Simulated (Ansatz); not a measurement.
Relaxation of a periodic cell of 17 atoms, LiSi$_{16}$ (host Si, host structure diamond, interstitial Li), cell charge +1, to a largest force component of 0.03 eV/Å in at most 60 steps.

Theory: DFT PBE, scalar-relativistic, plane waves, PAW (Ansatz). Settings: PAW set soft_1, cutoff 420 eV, k mesh 2x2x2, gaussian smearing 0.02 eV, no spin polarisation.

```xyz
17
Lattice="0.0000 5.4300 5.4300 5.4300 0.0000 5.4300 5.4300 5.4300 0.0000" Properties=species:S:1:pos:R:3:forces:R:3
Si 0.000 0.000 0.000 -0.47 -0.46 1.58
Si 1.357 1.357 1.357 0.19 0.19 0.05
Si 2.715 2.715 0.000 -0.03 -0.02 -0.04
Si 4.072 4.072 1.357 -0.20 -0.21 -0.18
Si 2.715 0.000 2.715 -0.07 -0.17 -0.15
Si 4.072 1.357 4.072 -1.39 0.30 0.24
Si 5.430 2.715 2.715 -0.25 1.14 -0.30
Si 6.787 4.072 4.072 0.16 0.05 0.17
Si 0.000 2.715 2.715 -0.17 -0.07 -0.15
Si 1.357 4.072 4.072 0.33 -1.47 0.27
Si 2.715 5.430 2.715 1.21 -0.27 -0.33
Si 4.072 6.787 4.072 0.05 0.16 0.18
Si 2.715 2.715 5.430 0.23 0.22 0.25
Si 4.072 4.072 6.787 0.04 0.04 0.03
Si 5.430 5.430 5.430 -0.14 -0.15 -0.07
Si 6.787 6.787 6.787 0.16 0.17 -1.08
Li 6.135 6.121 8.916 0.36 0.52 -0.47
```

Where does it end, and by what steps?

It converged. The force dipped under the threshold on the way, but the program's further checks kept it going. Limits of this set-up: charged cell in a uniform background, uncorrected. After 8 steps the energy has fallen by 0.994 eV; Li17 moved furthest, 1.04 Å. Joined: Si2–Li17 (3.43 → 2.74 Å), Si3–Li17 (3.45 → 2.39 Å), Si8–Li17 (3.49 → 2.74 Å), Si12–Li17 (3.48 → 2.74 Å).

| step | energy less start (eV) | largest force component (eV/Å) | accepted |
| --- | --- | --- | --- |
| 0 | 0.0000 | 1.585 | yes |
| 1 | -0.3517 | 0.503 | yes |
| 2 | -0.4599 | 0.276 | yes |
| 3 | -0.5764 | 0.414 | yes |
| 4 | -0.7186 | 0.394 | yes |
| 5 | -0.8717 | 0.271 | yes |
| 6 | -0.9798 | 0.091 | yes |
| 7 | -0.9944 | 0.019 | yes |
| 8 | -0.9944 | 0.019 | yes |

```xyz
17
Lattice="0.0000 5.4300 5.4300 5.4300 0.0000 5.4300 5.4300 5.4300 0.0000" Properties=species:S:1:pos:R:3
Si -0.063 -0.064 -0.010
Si 1.318 1.317 1.345
Si 2.702 2.701 -0.009
Si 4.034 4.033 1.323
Si 2.686 -0.048 2.672
Si 4.013 1.318 4.038
Si 5.367 2.700 2.656
Si 6.748 4.055 4.037
Si -0.047 2.685 2.672
Si 1.319 4.013 4.038
Si 2.701 5.366 2.656
Si 4.056 6.747 4.037
Si 2.685 2.685 5.404
Si 4.034 4.033 6.753
Si 5.383 5.382 5.405
Si 6.749 6.748 6.732
Li 6.750 6.749 9.469
```

Run time: 29 s on 1 thread of AMD EPYC 7R43 64-Core Processor (Zen 3), with other jobs on the host, peak memory 0.58 GiB.
